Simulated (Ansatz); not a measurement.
Species: tribromoborane, BBr$_{3}$, charge 0, multiplicity 1. 
Coordinates optimised at B3LYP-D3(BJ)/def2-TZVP (Ansatz, a quantum-chemistry and plane-wave program):
SMILES: BrB(Br)Br
```xyz
4

B      0.0000     0.0000     0.0000
Br     1.6561    -0.9245     0.2018
Br    -1.5101    -0.8993    -0.7409
Br    -0.1460     1.8237     0.5390
```

Parts of the frozen-core correlation energy in STO-3G (Ansatz, hartree). Frozen orbitals: 43; correlated occupied orbitals by spin: 12 and 12; virtual: 4 and 4. No spin-orbit coupling. Non-relativistic.

```json
[
 {"term": "reference (HF)", "value": "-7658.49668"},
 {"term": "MP2 opposite-spin", "value": "-0.05349"},
 {"term": "MP2 same-spin", "value": "-0.01579"},
 {"term": "CCSD correlation", "value": "-0.07949"},
 {"term": "(T)", "value": "-0.00352"},
 {"term": "FCI minus CCSD(T)", "value": "-0.00052"},
 {"term": "T1 diagnostic", "value": "0.014"},
 {"term": "largest doubles amplitude", "value": "0.057"}
]
```
